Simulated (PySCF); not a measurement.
Record of a relaxation.

Species: CH4BrNSi.
SMILES with atom numbers: `[H]/[N:1]=[CH:2]\[SiH2:3][Br:4]` (hydrogens: H5 on N1; H6 on C2; H7, H8 on Si3)

Computed by this run: PBE0-D3(BJ)/def2-SVP geometry optimisation, gas phase (PySCF); density fitting, grid level 1; the optimiser is geomeTRIC in internal coordinates, started from a GFN2-xTB structure with every atom displaced at random (about 0.01 Å). The frame can shift and turn from step to step; on so coarse a grid that alone can change the energy by a few meV, and forces under 0.02 eV/Å are noise.

Step 0: E = -80489.1288 eV, largest atomic force 1.983 eV/Å
```
atom  x, y, z in Å  |  force x, y, z in eV/Å
N1      1.871    0.061    0.012    0.194   0.910  -0.044
C2      0.808   -0.624   -0.008   -0.351   0.501  -0.025
Si3    -1.034   -0.072   -0.017    1.738   0.944   0.144
Br4    -0.924    2.151    0.002   -0.054   0.200  -0.012
H5      1.700    1.091    0.008   -0.185  -0.571   0.042
H6      0.988   -1.689   -0.020   -0.084  -1.053   0.017
H7     -1.676   -0.465   -1.236   -0.652  -0.473  -0.848
H8     -1.677   -0.473    1.205   -0.605  -0.458   0.727
```

Step 1: E = -80489.2586 eV, largest atomic force 0.267 eV/Å
```
atom  x, y, z in Å  |  force x, y, z in eV/Å
N1      1.788    0.817    0.473   -0.090  -0.003   0.034
C2      0.725    0.121    0.454    0.110   0.109   0.035
Si3    -1.056    0.784    0.478   -0.068  -0.252  -0.059
Br4    -0.954    3.007    0.493    0.046  -0.018   0.007
H5      1.552    1.820    0.512    0.057  -0.023  -0.037
H6      0.853   -0.982    0.422   -0.066   0.073  -0.019
H7     -1.794    0.324   -0.736    0.009   0.068   0.015
H8     -1.782    0.310    1.690    0.002   0.047   0.024
```

Step 2: E = -80489.2598 eV, largest atomic force 0.164 eV/Å
```
atom  x, y, z in Å  |  force x, y, z in eV/Å
N1      1.800    0.810    0.480   -0.125   0.047  -0.062
C2      0.722    0.138    0.461    0.144  -0.077  -0.015
Si3    -1.068    0.772    0.476    0.006  -0.003  -0.024
Br4    -0.960    2.994    0.502    0.014   0.054   0.003
H5      1.598    1.820    0.492   -0.033   0.002   0.054
H6      0.838   -0.964    0.427   -0.042  -0.034   0.039
H7     -1.801    0.328   -0.743    0.013   0.010   0.003
H8     -1.797    0.304    1.689    0.022   0.001   0.002
```

Step 3: E = -80489.2622 eV, largest atomic force 0.068 eV/Å
```
atom  x, y, z in Å  |  force x, y, z in eV/Å
N1      1.791    0.816    0.480   -0.033   0.012  -0.055
C2      0.723    0.130    0.460    0.064  -0.020  -0.014
Si3    -1.063    0.771    0.476   -0.027  -0.036  -0.020
Br4    -0.943    2.993    0.502    0.009   0.040   0.003
H5      1.574    1.824    0.493   -0.017  -0.005   0.048
H6      0.843   -0.971    0.427   -0.011  -0.013   0.036
H7     -1.799    0.332   -0.743    0.003   0.015   0.000
H8     -1.793    0.307    1.690    0.011   0.006   0.003
```

Step 4: E = -80489.2626 eV, largest atomic force 0.065 eV/Å
```
atom  x, y, z in Å  |  force x, y, z in eV/Å
N1      1.787    0.818    0.472    0.013   0.004   0.064
C2      0.724    0.125    0.454   -0.011  -0.016   0.014
Si3    -1.062    0.769    0.473   -0.010  -0.011   0.012
Br4    -0.928    2.993    0.496    0.001   0.010   0.004
H5      1.560    1.823    0.513    0.002   0.006  -0.058
H6      0.846   -0.976    0.428    0.003  -0.003  -0.034
H7     -1.807    0.336   -0.743    0.005   0.007  -0.002
H8     -1.788    0.314    1.692   -0.003   0.003   0.000
```

Step 5: E = -80489.2632 eV, largest atomic force under 0.02 eV/Å
```
atom  x, y, z in Å  |  force x, y, z in eV/Å
N1      1.785    0.817    0.477    0.011  -0.007  -0.005
C2      0.724    0.122    0.458   -0.016   0.004  -0.002
Si3    -1.062    0.770    0.474   -0.004  -0.007   0.001
Br4    -0.923    2.994    0.503    0.000   0.001   0.002
H5      1.558    1.822    0.500    0.004   0.001   0.003
H6      0.846   -0.979    0.430    0.005   0.002   0.005
H7     -1.804    0.342   -0.746   -0.001   0.006  -0.002
H8     -1.792    0.313    1.690    0.000   0.001  -0.001
```

Step 6: E = -80489.2633 eV, largest atomic force under 0.02 eV/Å
```
atom  x, y, z in Å  |  force x, y, z in eV/Å
N1      1.786    0.814    0.476    0.001  -0.002  -0.005
C2      0.723    0.122    0.458   -0.003   0.000  -0.001
Si3    -1.063    0.771    0.474    0.000   0.001   0.000
Br4    -0.923    2.995    0.505    0.002   0.001   0.002
H5      1.562    1.820    0.498    0.000  -0.002   0.003
H6      0.843   -0.979    0.431    0.000  -0.001   0.004
H7     -1.804    0.345   -0.747    0.000   0.004  -0.002
H8     -1.793    0.314    1.689    0.000  -0.001  -0.001
```

Question: Summarise the path.

Answer: The energy falls by 0.1345 eV from step 0 to step 6; nine tenths of that is first reached at step 1. It falls at every step. The largest force goes from 1.983 to under 0.02 eV/Å. Among the bonds Si3–H7 changes most, from 1.433 to 1.490 Å; the atoms move by 0.049 Å rms after alignment.

Question: Follow the three bonds and two angles with the largest change from start to end.

Answer: 
```tsv
step	E above end (eV)	largest force (eV/Å)	Si3–H7 (Å)	Si3–H8 (Å)	C2–H6 (Å)	H7–Si3–H8 (°)	N1–C2–H6 (°)
0	0.1345	1.983	1.433	1.438	1.081	116.5	113.2
1	0.0046	0.267	1.493	1.490	1.111	108.8	116.6
2	0.0034	0.164	1.491	1.490	1.108	109.4	115.9
3	0.0010	0.068	1.491	1.490	1.108	109.4	116.5
4	0.0006	0.065	1.490	1.490	1.108	109.6	116.8
5	0.0001	under 0.02	1.490	1.490	1.108	109.7	116.9
6	0.0000	under 0.02	1.490	1.490	1.108	109.7	116.8
```

What follows is the cost of the whole optimisation. The run took 44 s of wall time on one thread, Arm Neoverse N1 (aarch64), no GPU, shared host with 64 logical CPUs at a one-minute load of 61, and the process peaked at 0.41 GiB of memory.
